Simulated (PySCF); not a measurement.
These compounds are isomers of formula C₆H₁₀O₂.

A. `O1[C@H]2CC[C@@H](OC)[C@H]21`
B. 2,3-hexanedione (SMILES C(CCC)(=O)C(C)=O)
C. `O(C(C(=C)CC)=O)C`

Spectrum 1. 1H NMR (400 MHz, computed): δ 6.74 (br s, 1H), 5.88 (br s, 1H), 3.96 (s, 3H), 2.41 (q, 2H), 1.08 (t, 3H). 13C{1H} NMR (computed): δ 173.6 (C), 151.0 (C), 134.9 (CH2), 53.5 (CH3), 31.1 (CH2), 18.1 (CH3).

Spectrum 2. 1H NMR (400 MHz, computed): δ 3.66 (s, 3H), 3.60 (m, 1H), 3.18 (m, 1H), 3.03 (m, 1H), 2.00 (m, 1H), 1.74 (m, 1H), 1.72 (m, 1H), 1.38 (m, 1H). 13C{1H} NMR (computed): δ 87.3 (CH), 59.7 (CH3), 53.1 (CH), 51.1 (CH), 28.7 (CH2), 28.6 (CH2).

Spectrum 3. 1H NMR (400 MHz, computed): δ 2.76 (t, 2H), 2.46 (s, 3H), 1.55 (m, 2H), 1.07 (t, 3H). 13C{1H} NMR (computed): δ 206.3 (C), 204.3 (C), 43.9 (CH2), 27.2 (CH3), 20.1 (CH2), 15.6 (CH3).

PySCF 2.14.0 with density-fitted response routines calculation with geometry from GFN2-xTB and NMR shieldings at PBE0/pcSseg-1/GIAO; no solvent model, fast rotation and ring inversion assumed for equivalent nuclei, non-relativistic Hamiltonian, a single conformation.

δ = σ(ref) − σ, references computed at the same level: 1H (31.72 ppm) and 13C (186.93 ppm) against TMS. Where no couplings were computed, multiplicities follow the n + 1 count of equivalent neighbours, and m marks all less simple cases (inequivalent or close neighbours, rings, F or P nearby). Shifts are as computed. Against solution values, carbons near 30 ppm lie about +3 ppm off and those near 130 ppm about +5 ppm (rms about the fit 2.1 ppm; single classes can miss by 10 ppm). Of 1328 compounds with measured shifts, 309 miss one by over three times the rms of a fit or turn the order of signals round; such compounds aren't used in these exercises. Signals without a measured value on file couldn't be tested in this way; 1H shifts scatter by 0.2 ppm about their fit, and single ones miss by 0.5 ppm.

**Question.** Match each spectrum to its structure.

**Answer.** 1–C, 2–A, 3–B.

- Spectrum 1 (C): 6 13C signals; δC 173.6 is an ester carbonyl carbon; δC 151.0 is an α carbon of a C=C–C=O unit.
- Spectrum 2 (A): 6 13C signals; δC 87.3 is an sp3 CH bonded to O; δC 59.7 is a methyl carbon bonded to O.
- Spectrum 3 (B): 6 13C signals; δC 206.3 is a ketone carbonyl carbon; δC 204.3 is a ketone carbonyl carbon.
